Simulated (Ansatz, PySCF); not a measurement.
Complex: CH5N (SMILES CN) (first 7 atoms) with CH2F2 (SMILES FCF); geometry from B3LYP-D3(BJ)/def2-TZVP, rigid monomers moved along the line of their centres of mass till N2···H11 is 2.70 Å.
(charge 0, multiplicity 1):
```xyz
12

C     -0.282    -0.601    -0.167
N      0.259     0.615     0.447
H     -1.031    -1.033     0.498
H      0.518    -1.334    -0.277
H     -0.742    -0.452    -1.152
H     -0.470     1.309     0.566
H      0.968     1.032    -0.144
F     -1.081    -1.228     3.611
C      0.033    -0.507     3.954
F     -0.362     0.516     4.771
H      0.464    -0.089     3.043
H      0.700    -1.160     4.519
```

Monomers are frozen at their geometry in the pair; levels with a basis set take the counterpoise correction. Rows marked so take none.

Rows in 3-21G, 6-31G*, STO-3G carry no dispersion term and start afresh at each structure (6-31G* with six Cartesian d functions).

Programs: Ansatz (Gaussian basis) for Hartree–Fock, density functionals and correlated methods; PySCF for 3-21G rows, 6-31G* rows, STO-3G rows, the dispersion terms. Values without a source in brackets are computed.

```tsv
level	interaction energy (meV)
HF/STO-3G (no counterpoise)	-66.6
HF/3-21G (no counterpoise)	-229.6
HF/6-31G*	-102.0
PBE-D3(BJ)/def2-TZVPPD	-146.0
PBE-D4/def2-TZVPPD	-145.4
BP86/6-31G* (no counterpoise)	(withheld)
B3LYP-D3(BJ)/def2-TZVPPD	-140.4
B3LYP-D4/def2-TZVPPD	-138.2
PBE0-D3(BJ)/def2-TZVPPD	-146.0
```

Q: Some entries are withheld; supply them.

A: 
- BP86/6-31G* (no counterpoise), interaction energy (meV): -134.0

Ansatz is a quantum-chemistry and plane-wave program.
